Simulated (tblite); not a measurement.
Species: C8H17P.
Atom-mapped SMILES: `[CH3:1][C:2]([CH3:3])=[P:4][CH2:5][C:6]([CH3:7])([CH3:8])[CH3:9]` (hydrogens: H10, H11, H12 on C1; H13, H14, H15 on C3; H16, H17 on C5; H18, H19, H20 on C7; H21, H22, H23 on C8; H24, H25, H26 on C9)

Structure optimised with GFN2-xTB, isolated species.

List the bond lengths, angles and torsions at this level.

| bond | length (Å) | order |
| --- | --- | --- |
| C1–C2 | 1.497 | single |
| C2–C3 | 1.497 | single |
| C2=P4 | 1.684 | double |
| P4–C5 | 1.872 | single |
| C5–C6 | 1.534 | single |
| C6–C7, C6–C8, C6–C9 | 1.530 | single |
| C1–H10, C1–H11, C1–H12 | 1.090 | single |
| C3–H13, C3–H14, C3–H15 | 1.090 | single |
| C5–H16, C5–H17 | 1.094 | single |
| C7–H18 and 8 like bonds | 1.088 | single |

Bonds in one row agree within 0.01 Å and their mean is given. Orders are formal, as drawn. A selection of angles:
| angle | degrees |
| --- | --- |
| C1–C2–C3 | 115.7 |
| C1–C2–P4 | 126.2 |
| C3–C2–P4 | 118.1 |
| C2–P4–C5 | 101.8 |
| P4–C5–C6 | 113.2 |
| C5–C6–C7 | 109.7 |
| C7–C6–C8 | 109.4 |

Dihedral angles: C1–C2–P4–C5 0° (synperiplanar); C2–P4–C5–C6 180° (antiperiplanar); P4–C5–C6–C7 62° (synclinal). The mirror-image conformer, all signs reversed, is as good.

The 6 C–C bonds span 1.497 Å (C1–C2, drawn single) to 1.534 Å (C5–C6, drawn single), a spread of 0.037 Å. The C–P distances run from 1.684 Å (C2=P4, drawn double) to 1.872 Å (P4–C5, drawn single), a spread of 0.188 Å. P4 (phosphorus bonded to 2 C) is bent (angle 101.8°). Of the pairs four or more bonds apart, P4···H24 is among the closest relative to their van der Waals radii: 2.74 Å, 91 % of the sum of Bondi's values.

Point group: near Cs, missed by 0.13 Å at most; the miss may be what the optimiser left on a soft mode. Its GFN2-xTB frequencies are all real (lowest 34 cm⁻¹). The numbers are those of one conformer. 3 starts were optimised and ended at 0.00, 0.43 and 1.11 kcal/mol (GFN2-xTB); the lowest of these is shown.

The numbers are calculated, not measured.
